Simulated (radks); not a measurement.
Values are calculated unless marked as measured or tabulated.
Task: The mean radii <r> (bohr) of the occupied orbitals of an atom or ion are listed with their occupations. Code: a radial shooting solver on a logarithmic mesh with Libxc functionals. Model: scalar-relativistic Kohn-Sham, LDA (Slater exchange, Perdew-Wang correlation), spin-unpolarised, spherical densities, point nucleus.

| orbital | occ. | <r> |
|---|---|---|
| 1s | 2 | 0.02152 |
| 2s | 2 | 0.09159 |
| 2p | 6 | 0.08095 |
| 3s | 2 | 0.2396 |
| 3p | 6 | 0.2382 |
| 3d | 10 | 0.2166 |
| 4s | 2 | 0.5261 |
| 4p | 6 | 0.5506 |
| 4d | 10 | 0.5776 |
| 5s | 2 | 1.061 |
| 5p | 4 | 1.137 |

Name the element and its charge.

Result: Z = 65, terbium, charge +13: Tb13+ in [Kr] 4d10 5s2 5p4. The 1s radius gives Z: for a bare nucleus <r> = (2 gamma + 1)/(2Z) with gamma = sqrt(1 - (Z/c)^2), 0.02124 bohr for Z = 65, and screening makes it slightly larger (0.02152 here). The occupations add up to 52, and the charge is Z minus that.
